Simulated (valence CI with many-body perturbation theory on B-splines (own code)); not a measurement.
## Br12+ in brief

Calculated by configuration interaction combined with many-body perturbation theory (CI+MBPT): five valence electrons over a frozen Dirac-Fock core [Ar], radial functions for each j: 7 s, 7 p, 8 d, 6 f, 4 g, 1 h, with the one-electron correlation potential Σ1, the two-electron term Σ2, the three-electron term Σ3, Breit, model QED; selected CI, second order for the rest, scaled by the run's own slope (own B-spline code, finite nucleus).

No measured spectrum was set against this ion. As an estimate, terms of the open shell hold to 2 to 4 % of their energy, and close levels can change places. Among the levels kept, up to 470 cm⁻¹ of a level comes from second order outside the variational space, and about a tenth of that is noise between levels of different J, which matters for small intervals. Only levels of the ground parity were solved; by the run's estimate the other parity begins above the list, which can be wrong where configurations are misplaced.

Names give the largest LS component (configuration and term), which can be under half, so a name can repeat, a term be missing and a line seem to break the LS rules; names also repeat where a configuration has a term twice.

Rates and lifetimes use the calculated energies. Strong lines usually hold to 10 to 20 %, long lifetimes can be off by a factor of two.

(1) What is the ground level?

(2) What is the ionisation energy?

(3) Name the longest-lived excited levels whose lifetime is computed, and their main decay.

(4) How well does LS coupling describe the low levels?

Results:

(1) 3d5 6S_5/2, composition 98 % 3d5 6S + 1 % 3d5 4P, g = 1.995.

(2) 392.35 eV; NIST lists 393 ± 3 eV (theoretical).

(3) 3d5 4G_9/2 at 71014 cm⁻¹ lives 76.0 s, mostly by M1 to 3d5 4G_11/2. The lifetime of 3d5 4G_11/2 is too uncertain to give, and may be longer.

(4) Among the lowest 20 levels the leading LS term, summed over configurations, holds 79 % on average. For single configurations the figures are 79 % in LS and 55 % in jj coupling. Terms mix most in the J = 5/2 level at 106930 cm⁻¹, where the leading one holds 49 %.
